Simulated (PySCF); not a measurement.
A structure optimised at B3LYP-D3(BJ)/def2-TZVP, used in a PySCF frequency run:

```xyz
4

S      0.0003     1.6029     0.0000
C      0.0224     0.1017     0.0000
S     -0.0874    -1.5336     0.0000
H      1.2589    -1.7203     0.0000
```
Charge +1, spin multiplicity 1.

Problem. Write its SMILES, formula and point group.

Solution. S=C=[SH+], CHS2, Cs

Problem. What are its rotational constants (standard atomic weights)?

Solution. 281.11, 3.1415, 3.1068 GHz
